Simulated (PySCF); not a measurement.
Job file and geometry (Å, from GFN2-xTB) of an NMR shielding run on `C=CC(=C)[C@@H](Cl)CF`, C$_{6}$H$_{8}$ClF, GIAO PBE0/pcSseg-1 NMR shielding, non-relativistic, gas phase (PySCF); density fitting, a coarse starting grid and PySCF grid level 2 are the driver's defaults:

```
$ OMP_NUM_THREADS=1 python probes_run.py task.json out

{"job": {"kind": "nmr", "xc": "PBE0", "basis": "pcSseg-1"}, "charge": 0, "multiplicity": 1}
C      1.744049    -1.096628    -0.375949
C      1.482313     0.134583     0.047876
C      0.188393     0.803991     0.117891
C      0.126289     2.100030     0.429229
C     -1.091992     0.053474    -0.125247
Cl    -1.136945    -0.650564    -1.774512
C     -1.340039    -1.059399     0.892027
F     -1.652305    -0.489278     2.100673
H      0.992244    -1.771642    -0.745610
H      2.755109    -1.467637    -0.387728
H      2.304599     0.758043     0.376380
H     -0.807070     2.632507     0.489366
H      1.015021     2.669139     0.641117
H     -1.935940     0.748388    -0.079765
H     -0.455592    -1.680694     1.052171
H     -2.195735    -1.675370     0.598155
```

Q: Write the output of this run.

A: 
```
coarse grid: 14192 points
cycle   1  E = -792.7447471537  dE =  9.603e-01  |g| = 5.383e-01  |ddm| = 3.635e+00
cycle   2  E = -792.7140657925  dE =  3.068e-02  |g| = 7.162e-01  |ddm| = 1.046e+00
cycle   3  E = -792.8022019130  dE = -8.814e-02  |g| = 8.416e-02  |ddm| = 6.214e-01
cycle   4  E = -792.8035100570  dE = -1.308e-03  |g| = 3.482e-02  |ddm| = 1.112e-01
cycle   5  E = -792.8037689140  dE = -2.589e-04  |g| = 1.471e-02  |ddm| = 4.480e-02
cycle   6  E = -792.8038203149  dE = -5.140e-05  |g| = 2.949e-03  |ddm| = 1.371e-02
cycle   7  E = -792.8038223921  dE = -2.077e-06  |g| = 6.990e-04  |ddm| = 3.250e-03
final grid: 133576 points
cycle   8  E = -792.8579276800  dE = -4.743e-05  |g| = 8.606e-03  |ddm| = 3.559e-02
cycle   9  E = -792.8579213381  dE =  6.342e-06  |g| = 1.019e-02  |ddm| = 1.754e-02
cycle  10  E = -792.8579447637  dE = -2.343e-05  |g| = 1.895e-03  |ddm| = 1.065e-02
cycle  11  E = -792.8579454769  dE = -7.133e-07  |g| = 3.704e-04  |ddm| = 1.836e-03
cycle  12  E = -792.8579455065  dE = -2.956e-08  |g| = 1.368e-04  |ddm| = 3.518e-04
cycle  13  E = -792.8579455104  dE = -3.873e-09  |g| = 3.218e-05  |ddm| = 1.345e-04
cycle  14  E = -792.8579455106  dE = -2.228e-10  |g| = 7.636e-06  |ddm| = 3.929e-05
converged SCF energy = -792.8579455106

GIAO shielding tensors (ppm)
atom      isotropic    diamagn.    paramagn.     s11        s22        s33       span
  0 C       60.441     256.009    -195.568    -46.540     58.626    169.238    215.778
  1 C       46.139     251.314    -205.175    -65.894     60.592    143.717    209.611
  2 C       35.940     259.242    -223.302    -78.302     32.447    153.674    231.976
  3 C       55.336     251.577    -196.242    -44.945     68.066    142.887    187.832
  4 C      120.843     244.980    -124.137    103.757    120.596    138.177     34.420
  5 Cl     799.467    1147.834    -348.367    601.440    756.874   1040.089    438.649
  6 C      100.245     242.151    -141.905     66.741     80.240    153.754     87.013
  7 F      397.431     472.355     -74.924    359.268    375.752    457.274     98.005
  8 H       25.550      32.155      -6.605     22.173     23.973     30.506      8.333
  9 H       25.991      28.457      -2.466     24.670     24.881     28.422      3.753
 10 H       25.249      31.198      -5.949     23.017     24.531     28.200      5.184
 11 H       25.958      30.914      -4.956     22.303     25.093     30.477      8.174
 12 H       26.214      30.567      -4.353     23.431     25.048     30.164      6.733
 13 H       27.105      31.554      -4.449     23.152     26.415     31.747      8.596
 14 H       26.359      29.169      -2.810     22.460     26.972     29.646      7.186
 15 H       26.955      28.603      -1.648     22.167     29.240     29.459      7.292
```

Q: Turn these shieldings into chemical shifts. Scale: 13C (σ = 186.93 ppm), 1H (σ = 31.72 ppm) against TMS; 35Cl (σ = 949.78 ppm) vs HCl; 19F (σ = 170.95 ppm) vs CFCl3 (reference shieldings calculated alike).

A: Averaging equivalent atoms: C 2: 151.0; C 1: 140.8; C 3: 131.6; C 0: 126.5; C 6: 86.7; C 4: 66.1; Cl 5: 150; F 7: -226.5; H 10: 6.47; H 8: 6.17; H 11: 5.76; H 9: 5.73; H 12: 5.50; H 14: 5.36; H 15: 4.76; H 13: 4.61 ppm. Unscaled 19F shifts against computed CFCl3 carry errors that often reach 10 to 50 ppm.

Size and cost of the density-fitted run: 183 basis functions, 26 s wall time on 1 thread of an Arm Neoverse V1, shared host; peak memory 0.83 GiB.
